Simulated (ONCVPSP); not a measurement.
# Hg: one change to an ONCV potential, before and after

```
Element                 : Hg
Generator               : ONCVPSP 4.0.1
Type                    : optimised norm-conserving Vanderbilt (ONCV)
Functional              : revPBE
Relativity              : scalar-relativistic
Frozen core             : [Xe] 4f14
Valence charge          : 12
Reference configuration : 5d10 6s1.5 6p0.5
Partial waves           : 6s: rc 2.40 bohr, ncon 3, nbas 8, qcut 2.3 1/bohr, 2 projectors, debl 2 Ha; 6p: rc 3.50 bohr, ncon 3, nbas 6, qcut 2.2 1/bohr, 2 projectors, debl 0.5 Ha; 5d: rc 1.70 bohr, ncon 4, nbas 9, qcut 8.2 1/bohr, 2 projectors, debl 2.7 Ha; f scattering state at 0.08 Ha: rc 3.30 bohr, ncon 4, nbas 9, qcut 3.2 1/bohr, 1 projector
Local potential         : polynomial inside 1.05 bohr (lpopt 4, dvloc0 0 Ha)
Core correction         : none
```

All-electron outer shells of the reference configuration (revPBE, scalar-relativistic, ld1.x):

```tsv
shell	level (eV)	outermost node (bohr)	outermost maximum (bohr)
4f	-97.01	–	0.37
5p	-67.68	0.51	0.93
5d	-10.99	0.55	1.17
6s	-7.59	1.08	2.18
6p	-1.55	1.27	3.22
```

Change: s: qcut 2.7; p: qcut 2.5; d: qcut 9.5; f: qcut 3.7.

Cutoffs: the cutoffs (Ha) at which the residual kinetic energy of the hardest occupied pseudo-wave falls to 1 and 0.1 mHa per electron; they do not see the model core or the augmentation charge, which bear on the density cutoff. Errors are all-electron minus pseudo energies relative to the spin-unpolarised reference configuration.

How do hardness, ghosts and transferability respond?

The potential gets neither clearly harder nor softer (22 Ha and 41 Ha → 23 Ha and 32 Ha); both files keep a bound ghost (f, p, s); of the 3 tests that both files solve, the error grows in 2 and shrinks in 1 by more than 15 % and 0.3 meV (median size 2.6 → 2.0 meV).

| quantity | base | changed |
| --- | --- | --- |
| cutoff, loose | 22 Ha | 23 Ha |
| cutoff, tight | 41 Ha | 32 Ha |
| loose cutoff by channel | s 18 Ha, p 1.1 Ha, d 22 Ha | s 5.8 Ha, p 1.1 Ha, d 23 Ha |
| bound ghosts | s, p, f | s, p, f |
| GHOST(+) flags under 300 eV | s at 100.1 eV | none |
| tests with a reliable result | 3 of 4 | 3 of 4 |
| error for 5d10 6s2 6p0, meV [ΔE -2.93 eV] | +1.3 | +1.7 |
| error for 5d10 6s1 6p0, meV [ΔE 7.64 eV] | -4.3 | -5.0 |
| error for 5d10 6s1 6p1, meV [ΔE 3.09 eV] | +2.6 | +2.0 |
| s: phases at 2.44 bohr within 0.05 rad from the reference energy up to (Ha; the scan ends near 5) | 2.6 | 2.6 |
| p: phases at 3.55 bohr within 0.05 rad from the reference energy up to (Ha; the scan ends near 5) | 1.2 | 1.2 |
| d: phases at 1.72 bohr within 0.05 rad from the reference energy up to (Ha; the scan ends near 5) | to the end of the scan | to the end of the scan |
| f: phases at 3.35 bohr within 0.05 rad from the reference energy up to (Ha; the scan ends near 5) | 1.2 | 1.3 |

 A true bound ghost makes a file unfit for plane-wave use even where its test errors are small: the radial tests pick states by their node count and pass the ghost by.
